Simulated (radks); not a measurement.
Values are calculated unless marked as measured or tabulated.
The nuclear charge of the magnesium ion Mg+ is varied continuously with 11 electrons held in [Ne] 3s1. Code: a radial shooting solver on a logarithmic mesh with Libxc functionals. Model: non-relativistic Kohn-Sham, r2SCAN, spin-unpolarised, spherical densities, point nucleus; meta-GGA in the generalised Kohn-Sham scheme. By the Hellmann-Feynman theorem dE/dZ = E(electron-nucleus)/Z, the electronic potential at the nucleus.

Z     E (hartree)  E(electron-nucleus)/Z (hartree)  HOMO  e(HOMO) (eV)  <r> HOMO (bohr)
11.5   -180.47643                         -37.5104    3s        -6.494            3.370
11.6   -184.24826                         -37.9260    3s        -7.375            3.247
11.7   -188.06162                         -38.3412    3s        -8.296            3.136
11.8   -191.91649                         -38.7562    3s        -9.255            3.034
11.9   -195.81285                         -39.1710    3s       -10.251            2.941
12     -199.75068                         -39.5855    3s       -11.285            2.854
12.1   -203.72994                         -39.9998    3s       -12.355            2.774
12.2   -207.75063                         -40.4139    3s       -13.462            2.700
12.3   -211.81273                         -40.8279    3s       -14.604            2.630
12.4   -215.91621                         -41.2417    3s       -15.781            2.565
12.5   -220.06107                         -41.6554    3s       -16.993            2.503
12.6   -224.24729                         -42.0690    3s       -18.239            2.445
12.7   -228.47487                         -42.4824    3s       -19.520            2.391
12.8   -232.74378                         -42.8958    3s       -20.834            2.339
12.9   -237.05402                         -43.3090    3s       -22.183            2.290
13     -241.40558                         -43.7222    3s       -23.565            2.243

The central difference of E at Z = 12 is -39.585 hartree, to compare with the third column; the second derivative is -4.14 hartree.
